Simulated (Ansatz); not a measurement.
Cost and result for the atomization energy of FH7OSi3 (`O[Si](F)([SiH3])[SiH3]`) (12 atoms, 11 bonds).

```xyz
12

O     1.870   -0.738    0.428
Si    0.320   -0.222    0.592
F    -0.087   -0.240    2.150
Si    0.083    2.009   -0.119
Si   -1.004   -1.786   -0.548
H     2.579   -0.173    0.741
H    -1.272    2.527    0.203
H     0.291    2.087   -1.591
H     1.102    2.869    0.548
H    -0.774   -3.158   -0.025
H    -2.438   -1.429   -0.382
H    -0.669   -1.746   -1.997
```

Charge 0, multiplicity 1. The geometry is a stationary point of PBE0-D4/def2-TZVP. It is one conformer, not always the lowest. Program: Ansatz. All runs use 4 threads of an INTEL XEON PLATINUM 8581C on a shared host. Times are those of one run each, without the atoms' runs, and a repeat can differ threefold. Electronic energies, without spin–orbit coupling; frozen cores. CCSD(T)/CBS adds CCSD(T) − MP2 in def2-TZVPP to the MP2 limit, and its time is that of the two runs behind it. T1 = 0.013.

CCSD(T)/CBS is a level of theory with its own doubt, some kJ/mol a heavy atom from the limit and from the frozen cores, so smaller differences don't rank the functionals.

```csv
level,functions,wall time,atomization (kJ/mol),difference from CCSD(T)/CBS,per bond
BLYP-D4/def2-TZVPP,286,2.1 s,3905.9,-53.5,-4.9
revPBE-D4/def2-TZVPP,286,2.2 s,3850.8,-108.6,-9.9
PBE-D4/def2-TZVPP (with forces),286,2.4 s,3926.6,-32.8,-3.0
PBE0-D4/def2-TZVPP,286,2.8 s,3883.1,-76.3,-6.9
BHLYP-D4/def2-TZVPP,286,2.9 s,3853.2,-106.2,-9.7
r2SCAN-D4/def2-TZVPP (with forces),286,3.5 s,3942.4,-17.0,-1.5
CAM-B3LYP-D4/def2-TZVPP,286,3.7 s,3953.9,-5.5,-0.5
CCSD(T)/def2-SVP,117,4.2 s,3628.5,-330.9,-30.1
B2PLYP/def2-TZVPP,286,5.5 s,3882.1,-77.3,-7.0
PBE-QIDH/def2-TZVPP,286,5.5 s,3878.3,-81.1,-7.4
MP2/def2-QZVPP,534,21 s,3937.2,-22.2,-2.0
CCSD(T)/def2-TZVPP,286,2 min,3843.5,-115.9,-10.5
CCSD(T)/CBS(def2),–,2.4 min,3959.4,0.0,0.0
```

From PBE to PBE0 (25 % exact exchange), in def2-TZVPP and without D4, the atomization energy moves by −39.5 kJ/mol: exact exchange takes away binding that semilocal exchange gives to molecules. At CCSD(T), def2-SVP lies −330.9 kJ/mol from the extrapolated value and def2-TZVPP −115.9 kJ/mol: correlation converges slowly with the basis, and small sets miss more of it in the bonded molecule than in its fragments. The D4 term adds +45.7 kJ/mol with B3LYP and +24.3 kJ/mol with PBE0; it sums over pairs of atoms, weighted by their polarisabilities, and B3LYP, whose exchange is more repulsive, gets the larger term.

B3LYP here is the variant with VWN-RPA as its local correlation; programs differ in this.
